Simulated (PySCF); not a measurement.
**EPR parameters of [C6H8S]-**

Compound: C6H8S (charge -1 and doublet state).
Structure used (GFN2-xTB), in Å, numbered top down from 1:
```xyz
15
C6H8S angstrom
C      2.5084   -0.2587   -0.2691
C      1.3421   -0.5924   -0.8108
C     -0.0020   -0.1869   -0.4030
C     -0.9502   -0.2093   -1.4071
C     -0.3257    0.1847    0.9201
C     -1.7321    0.6317    1.2253
S      0.7104    0.0893    2.2624
H      3.4426   -0.6173   -0.6812
H      2.5760    0.3585    0.6073
H      1.3551   -1.2074   -1.7102
H     -1.9791    0.0661   -1.2602
H     -0.6760   -0.4870   -2.4137
H     -2.0146    1.4952    0.6147
H     -2.4535   -0.1683    1.0281
H     -1.8059    0.9095    2.2756
```

The hyperfine couplings belong to this conformer and change with its torsions.

The species is `C=CC(=C)[C](C)[S-]` [radical] (charge -1).

Method used: UKS B3LYP, pcH-1 on C H S, non-relativistic, mean-field spin-orbit, GIAO (PySCF 2.14.0). Whether the extra electron is bound in the gas phase wasn't checked; a finite basis holds it in any case. A GFN2-xTB geometry isn't a minimum of the functional, and hyperfine couplings can be far from their values at a DFT geometry, by a factor of two or more for some ions and for spin on atoms past the first row. The frame is twisted about the C2–C3 bond at this geometry (dihedral H10–C2–C3–C4 = -22°); couplings at other torsion angles weren't computed. No stability test was run, so a lower SCF solution isn't excluded.

- g1, g2, g3: 2.00193, 2.00758, 2.01622
- g_iso: 2.00858
- Form of g: rhombic: the two nearest values differ by 40 % of g3 − g1
- ⟨S²⟩: 0.7640 (exact 0.7500)
- HOMO–LUMO gap, α and β orbitals: 3.09, 3.27 eV
- Total energy: -631.64385 Eh

Isotropic coupling and dipolar principal values T1 to T3, in mT (MHz turned into mT with g_iso):

| atom | isotope | a_iso | of which spin–orbit | T1 | T2 | T3 | Mulliken spin population |
| --- | --- | --- | --- | --- | --- | --- | --- |
| C1 | 13C | -0.12 | 0.00 | -0.14 | 0.06 | 0.08 | -0.02 |
| C2 | 13C | 0.13 | 0.00 | -0.06 | -0.02 | 0.08 | 0.02 |
| C3 | 13C | -0.90 | 0.00 | -0.14 | 0.01 | 0.13 | -0.08 |
| C4 | 13C | 1.33 | 0.00 | -1.34 | -1.29 | 2.62 | 0.52 |
| C5 | 13C | 1.18 | 0.01 | -1.13 | -1.07 | 2.20 | 0.30 |
| C6 | 13C | -0.48 | 0.00 | -0.03 | -0.01 | 0.04 | -0.03 |
| S7 | 33S | 0.18 | 0.02 | -1.01 | -0.93 | 1.94 | 0.30 |
| H8 | 1H | 0.04 | 0.00 | -0.03 | 0.01 | 0.03 | 0.00 |
| H9 | 1H | 0.04 | 0.00 | -0.08 | -0.05 | 0.13 | 0.00 |
| H10 | 1H | -0.03 | 0.00 | -0.08 | -0.03 | 0.10 | 0.00 |
| H11 | 1H | -1.06 | 0.00 | -0.60 | 0.02 | 0.58 | -0.02 |
| H12 | 1H | -1.05 | 0.00 | -0.67 | 0.02 | 0.65 | -0.02 |
| H13 | 1H | 0.69 | 0.00 | -0.12 | -0.03 | 0.15 | 0.01 |
| H14 | 1H | 0.88 | 0.00 | -0.12 | -0.03 | 0.15 | 0.02 |
| H15 | 1H | 0.03 | 0.00 | -0.08 | -0.06 | 0.14 | 0.00 |

The Mulliken spin populations are largest on C4 (+0.52), C5 (+0.30), S7 (+0.30) and C3 (-0.08). Three atoms exceed +0.15. The positive populations add up to 1.18 and the negative ones to -0.18, together 2S = 1. The angles at C4 add up to 360.0°, so it is planar.

The SMILES `C=CC(=C)[C](C)[S-]` draws the unpaired electron on C5, whose computed spin population is only +0.30.

Axes: g3 points within 6° of the C5–S7 bond.

Under fast tumbling the dipolar parts average out, and these isotropic splittings remain: 1 × 1H (H11, I = 1/2, 2 lines) with 1.06 mT, 1 × 1H (H12, I = 1/2, 2 lines) with 1.05 mT, 3 × 1H (H13/H14/H15, I = 1/2, 4 lines) with 0.54 mT, 1 × 1H (H9, I = 1/2, 2 lines) with 0.04 mT, 1 × 1H (H8, I = 1/2, 2 lines) with 0.04 mT and 1 × 1H (H10, I = 1/2, 2 lines) with 0.03 mT.

Means are taken over nuclei equivalent by connectivity, which assumes that they swap fast. The three 1H nuclei of mean +15.1 MHz run from 0.9 to 24.9 MHz in the frozen geometry.

The 33S coupling of S7 (5.0 MHz) shows only in satellite lines or after enrichment, since that isotope makes up about 0.76 % of natural sulfur.

The 13C coupling of C4 (37.3 MHz) shows only in satellite lines or after enrichment, since that isotope makes up about 1.07 % of natural carbon.
